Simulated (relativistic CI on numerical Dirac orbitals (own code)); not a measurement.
## Hyperfine structure of Co23+, mass number 59

Computed by Dirac-Coulomb-Breit CI, orbitals from a KLI potential per configuration, a model potential for QED, unscaled Slater integrals (own radial code, finite nucleus).

CI space (outside the closed core 1s2): 2s2, 2s.2p, 2p2, 2p.3s, 2p.3p, 2s.3s, 2s.3p, 2s.3d, 2s.4s, 2s.4p, 2s.4d, 2s.4f, 3s2, 3s.3p, 3p2. Levels of other configurations are missing.

Nuclear spin I = 7/2, μ = 4.615 μN, Q = 0.42 b (tables of Stone and Pyykkö). The electronic factors are computed for point nuclear moments, without core polarisation or the Bohr-Weisskopf and QED corrections.

| Level | E (eV) | A (GHz) | B (GHz) |
| --- | --- | --- | --- |
| 2s.2p 3P°_1 | 49.60 | 384 | -12.7 |
| 2s.2p 3P°_2 | 63.23 | 229 | 27.1 |
| 2s.2p 1P°_1 | 100.66 | -10.53 | 26.3 |
| 2p2 3P_1 | 135.40 | -3.781 | 13.4 |
| 2p2 3P_2 | 141.61 | 80.39 | -3.97 |
| 2p2 1D_2 | 160.50 | 59.02 | 30.7 |
| 2s.3s 3S_1 | 1199.29 | 497.9 | -0.00466 |
| 2s.3p 3P°_1 | 1221.66 | 421.3 | 0.549 |

Levels with J = 0, under 50 % of one LS term, or S terms without an open s electron are left out. Small factors come from cancelling terms and can be off by tens of per cent or more.

At this charge energies of transitions that change n are usually good to better than 1 %, and those within a shell (Δn = 0) to a few per cent.

Give the hyperfine levels of 2s.2p 3P°_1 relative to its centre of gravity.

With K = F(F + 1) − I(I + 1) − J(J + 1), E = AK/2 + B[¾K(K + 1) − I(I + 1)J(J + 1)]/[2I(2I − 1)J(2J − 1)]: F = 5/2: -1735, F = 7/2: -374.9, F = 9/2: 1341 GHz.

LS names give the leading component of a level, which can be under half, so a name can repeat, a term be missing and a line seem to break the LS rules.
